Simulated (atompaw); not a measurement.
**In PAW (atompaw): all-electron and pseudo phase curves**

* Element: indium (In)
* Generator: atompaw 4.2.0.5
* Type: PAW
* Functional: LDA (PW92)
* Relativity: scalar-relativistic
* Frozen core: [Kr]
* Valence charge: 13
* Reference configuration: 4d10 5s2 5p0 (charge +1)
* Partial waves: 5s (bound): rc 2.80 bohr; 5s channel at 0.4 Ry: rc 2.80 bohr; 5p (bound, empty): rc 2.80 bohr; 5p channel at -0.05 Ry: rc 2.80 bohr; 4d (bound): rc 1.50 bohr; 4d channel at -0.8 Ry: rc 1.50 bohr
* Local potential: bessel scheme, radius 2.10 bohr
* Core correction: smooth core density matched at 1.50 bohr
* Augmentation charge: sinc compensation charge, radius 2.75 bohr; PAW radius 2.80 bohr; waves and projectors: custom rrkj vanderbiltortho

The phase is arctan(r·u′/u) with u = r·R(r), unwrapped; energies in Ry, scanned from -4 to 5 Ry. A pole is an energy at which the radial function vanishes at the test radius. The pseudo phase is shifted by a multiple of π to meet the all-electron one at the reference energy, and phase errors are pseudo minus all-electron; the curves can meet again beyond the range given. Levels narrower than the energy grid can be missing from the lists of poles.

**Question.** For each channel, where are the poles, and over which energies does the pseudopotential scatter like the atom?

**Answer.**

```tsv
channel	radius (bohr)	reference energy (Ry)	poles, all-electron	poles, pseudo	unbroken range about the reference energy with phases within 0.05 rad	phase error 1 Ry above the reference energy (rad)
s	2.82	-1.12	-0.07	-0.07, 3.89	below 2.2	-0.000
p	2.82	-0.64	1.02	1.02	below 3.0	-0.000
d	2.82	-1.93	-1.86, 3.05	-1.86, 3.07	the whole range	+0.000
```

Phases in the p channel:

```
E (Ry)  all-electron  pseudo
 -4.00         1.363   1.362
 -3.52         1.343   1.342
 -3.04         1.316   1.315
 -2.56         1.277   1.276
 -2.08         1.214   1.214
 -1.60         1.097   1.096
 -1.12         0.792   0.792
 -0.64        -0.269  -0.269
 -0.16        -1.165  -1.165
  0.32        -1.422  -1.422
  0.80        -1.535  -1.535
  1.28        -1.605  -1.606
  1.76        -1.663  -1.665
  2.24        -1.720  -1.728
  2.72        -1.794  -1.817
  3.20        -1.911  -2.004
  3.68        -2.171  -2.779
  4.16        -2.999  -4.202
  4.64        -4.037  -4.523
```
